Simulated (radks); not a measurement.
Numerical settings for neutral rhodium, [Kr] 4d8 5s1. Calculated with a radial shooting solver on a logarithmic mesh with Libxc functionals: Dirac Kohn-Sham, PBE, spin-unpolarised, spherical densities, point nucleus; open shells fill j = l - 1/2 first. The defaults (mesh step 0.008 in ln r, mesh end at 40 bohr or more with all orbitals vanishing there, Anderson mixing 0.5 over 9 steps, residual threshold near 1e-9 with the energy settled to 1e-9 hartree or 1e-11 of itself, here a cap of 78 iterations) give E = -4785.0378 hartree and 5s1/2 at -4.295 eV in 15 iterations. Run on one thread of a shared host, so times are rough (Arm Neoverse V1): 0.15 s of CPU time, 0.15 s wall, 15 iterations on 2725 mesh points. Changes against that run (0 stands for a change within the tolerance of the run):

setting	iterations	converged	E (mhartree)	e(5s1/2) (meV)	CPU (s)
mesh step in ln r 0.03	15	yes	+0.000886	0	0.05
mesh step in ln r 0.12	2	no	diverged	-	0.03
mesh step in ln r 0.012	15	yes	0	0	0.1
mesh end (bohr) 12	15	yes	+0.042	+4.73	0.14
mesh end (bohr) 2	13	level above zero	+1.17e+04	+1.29e+05	0.09
residual threshold 0.1	10	yes	0	+0.688	0.12
residual threshold 0.01	10	yes	0	+0.688	0.12
mixing 0.2	16	yes	0	0	0.16
linear mixing, mixing 0.8	78	no	+6.19e+03	-5.39e+03	1.5
linear mixing, mixing 1	78	no	+9.74e+04	+4.3e+03	2.3
mixing history 2	23	yes	0	0	0.19
iteration cap 5	5	no	+0.269	+86	0.06

Settled on a wrong energy, with an occupied level pushed above zero by the early mesh end: mesh end (bohr) 2 (+11.7 hartree). Apart from these: no run marked as converged misses the energy by more than 1 mhartree. A mesh that ends early acts as a hard wall.
